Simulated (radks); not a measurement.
Question: The rhenium ion Re3.5+, configuration [Ar] 3d(up 5, down 4.5) 4s2 4p6 4d10 4f14 5s2 5p6 5d4 (fractional occupations, a model configuration). All-electron calculation, scalar-relativistic Kohn-Sham, SCAN, spin-polarised, spherical densities, finite nucleus; open shells are filled with parallel spins first (spin-orbit coupling, left out, can overturn this in heavy ions); meta-GGA in the generalised Kohn-Sham scheme; Fermi nuclear charge, rms radius 5.3698 fm. Program: a radial shooting solver on a logarithmic mesh with Libxc functionals. Some entries of the table are withheld. Estimate them.

orbital,occ.,eigenvalue (hartree),<r^2> (bohr^2)
1s up,1,-2638.835,0.0004481
1s down,1,-2638.831,0.0004481
2s up,1,-460.8799,0.006868
2s down,1,-460.8194,0.006868
2p up,3,-402.4765,0.005705
2p down,3,-402.4189,0.005704
3s up,1,-108.7884,0.04429
3s down,1,-108.6687,0.04432
3p up,3,-91.45647,0.04512
3p down,3,-91.34213,0.04515
3d up,5,-71.88581,0.03739
3d down,4.5,-71.76411,0.03743
4s up,1,-24.13703,0.2170
4s down,1,-24.10684,0.2172
4p up,3,-18.40252,0.2467
4p down,3,-18.37551,0.2468
4d up,5,-11.19524,0.2848
4d down,5,-11.16873,0.2845
5s up,1,-4.69153,1.185
5s down,1,-4.58425,1.167
5p up,3,-3.23843,(1)
4f up,7,(2),(3)
4f down,7,(4),(5)
5p down,3,-3.10845,(6)
5d up,4,-1.54240,2.898

Answer: 
(1) 5p up <r^2> (bohr^2): 1.574
(2) 4f up eigenvalue (hartree): -3.19526
(3) 4f up <r^2> (bohr^2): 0.3964
(4) 4f down eigenvalue (hartree): -3.16038
(5) 4f down <r^2> (bohr^2): 0.3900
(6) 5p down <r^2> (bohr^2): 1.542
